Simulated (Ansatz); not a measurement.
Born–Oppenheimer molecular dynamics of H$_{8}$N$_{4}$Si (13 atoms, charge 0, multiplicity 1). It goes on from the last frame of an earlier run, with new velocities.

These are results of RKS r2SCAN-D4/6-31G in Ansatz 0.2.0, not measurements.

| Quantity | Value |
| --- | --- |
| ensemble | NVT, Langevin thermostat |
| time step | 0.5 fs |
| steps asked | 100 |
| set temperature | 400 K |
| friction | 0.001 /fs |
| seed | 370085 |

Frames 1 fs apart, positions in Å, forces in eV/Å.

Velocities at 25 fs (Å/ps):

```
Si -0.51 3.01 -3.04
N 2.39 1.14 -2.71
H -7.11 -27.92 -17.11
H 3.94 -21.14 3.10
N -2.22 -2.99 2.69
H -6.36 0.42 -17.49
H 15.17 5.31 -21.46
N 1.47 -6.36 10.66
H -18.31 14.91 15.99
H 8.28 -8.97 -11.13
N 2.51 3.87 -5.63
H 3.42 10.52 17.28
H -7.14 15.42 5.27
```

```xyz
13
Properties=species:S:1:pos:R:3:forces:R:3 time_fs=25 energy_less_start_eV=0.135 T=261
Si -0.002 0.029 0.009 0.20 0.80 0.08
N 0.181 -0.465 1.715 0.84 1.39 1.02
H -0.564 -0.930 2.205 -0.42 -0.22 -0.06
H 0.765 0.068 2.419 -0.72 -0.84 -1.53
N 1.661 0.167 -0.507 0.89 0.28 0.11
H 2.429 -0.357 -0.119 -0.25 -0.44 0.40
H 2.053 0.876 -1.101 -0.47 0.28 -0.46
N -0.748 1.494 -0.707 1.30 -0.93 0.58
H -1.647 1.364 -1.092 -1.21 0.15 -0.30
H -0.220 2.261 -1.092 0.01 0.11 0.20
N -1.083 -1.242 -0.522 -0.04 -0.01 -1.18
H -0.878 -2.118 -0.077 -0.33 -0.66 0.04
H -1.377 -1.332 -1.512 0.21 0.09 1.11
13
Properties=species:S:1:pos:R:3:forces:R:3 time_fs=26 energy_less_start_eV=0.095 T=282
Si -0.002 0.033 0.006 0.23 0.56 0.27
N 0.184 -0.463 1.713 0.03 0.71 0.92
H -0.573 -0.958 2.188 0.13 0.17 -0.32
H 0.766 0.042 2.416 -0.50 -0.57 -1.21
N 1.659 0.165 -0.504 1.03 1.41 -0.90
H 2.421 -0.359 -0.134 0.16 -0.74 0.64
H 2.065 0.882 -1.124 -0.94 -0.52 0.26
N -0.746 1.487 -0.696 0.54 -0.43 -0.12
H -1.670 1.380 -1.077 -0.33 0.20 0.10
H -0.213 2.251 -1.102 -0.17 -0.15 0.36
N -1.081 -1.238 -0.528 0.19 -0.17 -0.40
H -0.876 -2.110 -0.059 -0.45 -0.40 -0.24
H -1.383 -1.316 -1.502 0.07 -0.08 0.63
13
Properties=species:S:1:pos:R:3:forces:R:3 time_fs=27 energy_less_start_eV=0.103 T=282
Si -0.003 0.036 0.004 0.28 0.25 0.47
N 0.186 -0.461 1.710 -1.00 -0.13 0.33
H -0.581 -0.984 2.168 0.59 0.50 -0.47
H 0.763 0.011 2.403 0.03 -0.07 -0.50
N 1.658 0.163 -0.502 1.13 1.99 -1.46
H 2.415 -0.367 -0.141 0.35 -0.83 0.71
H 2.068 0.883 -1.145 -1.14 -0.97 0.70
N -0.744 1.481 -0.685 -0.34 0.03 -0.75
H -1.697 1.397 -1.059 0.60 0.21 0.49
H -0.208 2.241 -1.108 -0.28 -0.30 0.47
N -1.079 -1.235 -0.534 0.54 -0.37 0.68
H -0.879 -2.106 -0.043 -0.56 -0.07 -0.55
H -1.388 -1.299 -1.487 -0.18 -0.24 -0.12
13
Properties=species:S:1:pos:R:3:forces:R:3 time_fs=28 energy_less_start_eV=0.135 T=261
Si -0.003 0.040 0.001 0.35 -0.12 0.69
N 0.189 -0.460 1.708 -1.97 -0.90 -0.63
H -0.583 -1.005 2.145 0.80 0.67 -0.47
H 0.761 -0.020 2.386 0.74 0.51 0.42
N 1.657 0.163 -0.501 1.29 1.91 -1.48
H 2.410 -0.382 -0.142 0.18 -0.62 0.58
H 2.060 0.876 -1.159 -1.07 -1.04 0.80
N -0.741 1.474 -0.675 -1.05 0.39 -1.14
H -1.718 1.416 -1.037 1.20 0.15 0.71
H -0.206 2.228 -1.109 -0.25 -0.25 0.49
N -1.076 -1.232 -0.540 0.84 -0.49 1.60
H -0.888 -2.103 -0.030 -0.62 0.15 -0.77
H -1.397 -1.286 -1.474 -0.43 -0.35 -0.81
13
Properties=species:S:1:pos:R:3:forces:R:3 time_fs=29 energy_less_start_eV=0.123 T=270
Si -0.004 0.043 -0.002 0.47 -0.49 0.88
N 0.190 -0.459 1.706 -2.49 -1.26 -1.49
H -0.579 -1.019 2.117 0.74 0.65 -0.29
H 0.765 -0.047 2.373 1.28 0.88 1.10
N 1.658 0.164 -0.501 1.39 1.19 -0.95
H 2.408 -0.404 -0.136 -0.25 -0.18 0.28
H 2.042 0.858 -1.166 -0.73 -0.71 0.51
N -0.740 1.467 -0.665 -1.43 0.60 -1.25
H -1.728 1.436 -1.008 1.34 0.05 0.75
H -0.208 2.212 -1.104 -0.10 -0.04 0.40
N -1.073 -1.229 -0.545 0.90 -0.50 1.89
H -0.903 -2.098 -0.025 -0.60 0.18 -0.83
H -1.410 -1.277 -1.469 -0.52 -0.37 -1.00
13
Properties=species:S:1:pos:R:3:forces:R:3 time_fs=30 energy_less_start_eV=0.057 T=308
Si -0.004 0.046 -0.003 0.62 -0.81 1.02
N 0.188 -0.458 1.702 -2.08 -0.94 -1.71
H -0.569 -1.029 2.087 0.41 0.40 0.04
H 0.781 -0.067 2.369 1.17 0.77 1.03
N 1.659 0.166 -0.501 1.23 0.08 0.00
H 2.403 -0.428 -0.127 -0.66 0.29 -0.04
H 2.018 0.834 -1.167 -0.16 -0.04 -0.16
N -0.740 1.460 -0.656 -1.35 0.71 -1.12
H -1.726 1.456 -0.971 0.97 -0.04 0.61
H -0.211 2.196 -1.096 0.11 0.26 0.26
N -1.070 -1.227 -0.548 0.63 -0.38 1.36
H -0.924 -2.093 -0.026 -0.52 0.02 -0.73
H -1.428 -1.272 -1.474 -0.36 -0.31 -0.55
13
Properties=species:S:1:pos:R:3:forces:R:3 time_fs=31 energy_less_start_eV=0.021 T=334
Si -0.004 0.050 -0.005 0.78 -1.09 1.10
N 0.186 -0.458 1.698 -0.85 -0.10 -1.29
H -0.555 -1.035 2.058 -0.12 -0.01 0.45
H 0.807 -0.080 2.376 0.44 0.29 0.29
N 1.661 0.168 -0.501 0.76 -0.91 0.97
H 2.392 -0.450 -0.118 -0.79 0.60 -0.26
H 1.992 0.810 -1.169 0.43 0.69 -0.96
N -0.740 1.454 -0.648 -0.81 0.77 -0.86
H -1.714 1.475 -0.929 0.15 -0.09 0.36
H -0.213 2.182 -1.085 0.30 0.53 0.11
N -1.067 -1.225 -0.551 0.17 -0.16 0.38
H -0.951 -2.087 -0.034 -0.41 -0.31 -0.48
H -1.449 -1.270 -1.484 -0.04 -0.20 0.20
13
Properties=species:S:1:pos:R:3:forces:R:3 time_fs=32 energy_less_start_eV=0.058 T=317
Si -0.004 0.052 -0.005 0.92 -1.33 1.14
N 0.182 -0.459 1.692 0.51 0.76 -0.66
H -0.544 -1.041 2.034 -0.61 -0.43 0.80
H 0.837 -0.091 2.385 -0.45 -0.21 -0.59
N 1.664 0.169 -0.500 0.20 -1.30 1.48
H 2.374 -0.465 -0.111 -0.62 0.66 -0.34
H 1.970 0.792 -1.181 0.79 1.04 -1.41
N -0.741 1.449 -0.640 0.06 0.86 -0.62
H -1.701 1.494 -0.883 -0.89 -0.08 0.08
H -0.212 2.173 -1.072 0.40 0.68 0.03
N -1.063 -1.223 -0.554 -0.28 0.03 -0.50
H -0.982 -2.084 -0.046 -0.29 -0.63 -0.19
H -1.470 -1.270 -1.493 0.26 -0.06 0.79
13
Properties=species:S:1:pos:R:3:forces:R:3 time_fs=33 energy_less_start_eV=0.090 T=303
Si -0.003 0.055 -0.006 1.02 -1.56 1.14
N 0.180 -0.459 1.686 1.25 1.13 -0.11
H -0.537 -1.052 2.016 -0.73 -0.57 0.93
H 0.864 -0.106 2.390 -1.05 -0.48 -1.15
N 1.666 0.169 -0.499 -0.24 -0.71 1.06
H 2.350 -0.474 -0.108 -0.16 0.45 -0.27
H 1.956 0.782 -1.206 0.77 0.67 -1.09
N -0.743 1.444 -0.632 0.78 1.11 -0.61
H -1.696 1.511 -0.837 -1.59 -0.02 -0.08
H -0.208 2.171 -1.059 0.30 0.60 0.07
N -1.059 -1.221 -0.557 -0.58 0.00 -0.92
H -1.016 -2.087 -0.061 -0.18 -0.70 0.00
H -1.488 -1.269 -1.494 0.42 0.09 1.02
13
Properties=species:S:1:pos:R:3:forces:R:3 time_fs=34 energy_less_start_eV=0.069 T=310
Si -0.003 0.057 -0.006 1.04 -1.79 1.13
N 0.178 -0.459 1.680 1.11 0.86 0.27
H -0.539 -1.068 2.007 -0.39 -0.30 0.78
H 0.880 -0.126 2.384 -1.22 -0.51 -1.25
N 1.669 0.169 -0.496 -0.61 0.50 -0.03
H 2.325 -0.478 -0.107 0.47 0.01 -0.07
H 1.947 0.779 -1.242 0.52 -0.12 -0.20
N -0.744 1.439 -0.625 0.74 1.50 -0.83
H -1.706 1.529 -0.792 -1.40 0.01 -0.04
H -0.202 2.173 -1.045 0.08 0.39 0.17
N -1.056 -1.219 -0.560 -0.71 -0.31 -0.84
H -1.051 -2.096 -0.076 -0.06 -0.46 0.04
H -1.504 -1.266 -1.486 0.42 0.22 0.87
13
Properties=species:S:1:pos:R:3:forces:R:3 time_fs=35 energy_less_start_eV=0.046 T=319
Si -0.002 0.059 -0.006 1.01 -2.00 1.09
N 0.177 -0.457 1.675 0.29 0.16 0.37
H -0.544 -1.087 2.005 0.18 0.18 0.47
H 0.884 -0.151 2.366 -0.91 -0.31 -0.90
N 1.671 0.170 -0.493 -0.84 1.51 -1.04
H 2.306 -0.481 -0.105 0.96 -0.36 0.09
H 1.944 0.773 -1.279 0.28 -0.80 0.65
N -0.745 1.436 -0.619 -0.06 1.96 -1.10
H -1.728 1.548 -0.747 -0.41 -0.05 0.07
H -0.195 2.179 -1.029 -0.15 0.18 0.26
N -1.053 -1.217 -0.564 -0.67 -0.83 -0.27
H -1.087 -2.110 -0.090 0.09 0.01 -0.02
H -1.516 -1.262 -1.469 0.23 0.33 0.34
13
Properties=species:S:1:pos:R:3:forces:R:3 time_fs=36 energy_less_start_eV=0.073 T=304
Si -0.001 0.059 -0.005 0.94 -2.18 1.03
N 0.176 -0.456 1.669 -0.86 -0.65 0.10
H -0.548 -1.103 2.009 0.66 0.64 0.14
H 0.879 -0.178 2.340 -0.16 0.05 -0.18
N 1.673 0.172 -0.492 -0.79 1.88 -1.54
H 2.296 -0.487 -0.102 1.06 -0.42 0.08
H 1.943 0.759 -1.310 0.14 -1.12 1.16
N -0.745 1.434 -0.614 -1.00 2.36 -1.25
H -1.755 1.567 -0.701 0.69 -0.16 0.12
H -0.190 2.187 -1.011 -0.34 0.00 0.32
N -1.051 -1.216 -0.568 -0.52 -1.28 0.46
H -1.121 -2.123 -0.105 0.26 0.44 -0.05
H -1.525 -1.254 -1.449 -0.09 0.44 -0.40
```

Of the whole run (50 fs, mean temperature of the second half 299 K): The mean temperature of the second half is 25 % below the set value. A run of 0.05 ps of so small a system gives no equilibrium averages. Limits of this set-up: no polarisation functions.

The run took 4.8 min on 1 thread of Intel(R) Xeon(R) 6975P-C (Granite Rapids) (shared host), peak memory 0.17 GiB.
